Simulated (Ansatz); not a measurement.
The cluster Li5⁺, relaxed as a singlet with RKS r2SCAN/def2-TZVP in Ansatz, starting from the GFN1-xTB geometry. Force threshold 0.02 eV/Å.

The structure comes from a short search, and lower isomers may exist.

Start:

```tsv
atom	x (Å)	y (Å)	z (Å)
Li1	-0.556	-2.296	-0.273
Li2	-1.182	0.400	0.049
Li3	1.140	0.037	0.706
Li4	0.125	2.403	1.277
Li5	0.474	-0.543	-1.758
```

```tsv
step	energy (eV)	largest force component (eV/Å)	SCF passes
1	-1016.0725	1.065	27
2	-1016.5806	0.372	29
3	-1016.7064	0.156	29
4	-1016.7431	0.046	30
5	-1016.7601	0.049	30
6	-1016.7789	0.060	30
7	-1016.7994	0.042	28
8	-1016.8079	0.054	27
9	-1016.8081	0.063	25
10	-1016.8114	0.004	25
```

Force components are those of the run's own axes.

End:

```tsv
atom	x (Å)	y (Å)	z (Å)
Li1	-0.459	-2.752	-0.532
Li2	-1.567	0.186	0.374
Li3	1.064	-0.409	1.155
Li4	0.461	2.752	0.527
Li5	0.501	0.223	-1.524
```

Bonds lost: Li1–Li2, Li1–Li5, Li2–Li4, Li3–Li4 (atoms count from 1). The end is the same structure that another start reached, the lowest one found.

No frequencies were taken in this run, so the end may be a saddle point.

Run time 9 s (4 threads of Arm Neoverse V1 on a shared host).
